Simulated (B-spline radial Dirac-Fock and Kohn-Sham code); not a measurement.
## EELS cross sections of the Lu M3 (3p3/2) edge

System: the Lu atom in the configuration [Xe] 4f14 5d1 6s2. These are calculated numbers from a radial atomic solver; the model is the first Born approximation with generalised oscillator strengths from a Dirac-Hartree-Slater potential (longitudinal and transverse terms; continuum final states only, so no white lines or fine structure). The edge is taken at 2024.0 eV (tabulated value).

Generalised oscillator strength df/dE of the whole subshell in 10⁻³ per eV, against momentum transfer:

```csv
q (1/a₀),15 eV above,30 eV above,40 eV above,150 eV above
0.0400,1.42,1.36,1.33,1.25
0.0695,1.42,1.36,1.33,1.25
0.121,1.42,1.36,1.33,1.25
0.210,1.42,1.36,1.33,1.25
0.365,1.42,1.37,1.34,1.25
0.634,1.42,1.37,1.34,1.25
1.10,1.41,1.38,1.36,1.27
1.91,1.40,1.41,1.40,1.31
3.33,1.34,1.47,1.50,1.41
5.78,1.14,1.43,1.52,1.48
10.0,0.634,0.889,0.973,1.05
17.5,0.126,0.172,0.188,0.216
30.3,0.00588,0.00688,0.00723,0.00831
```

As q goes to zero the values tend to the optical oscillator strength. At 150 eV above the edge the largest value on this grid is at q = 5.78 per a₀; a free electron at rest would take up the loss of 2174 eV at q = 12.6 per a₀, where the Bethe ridge forms once the loss is well above the edge energy.
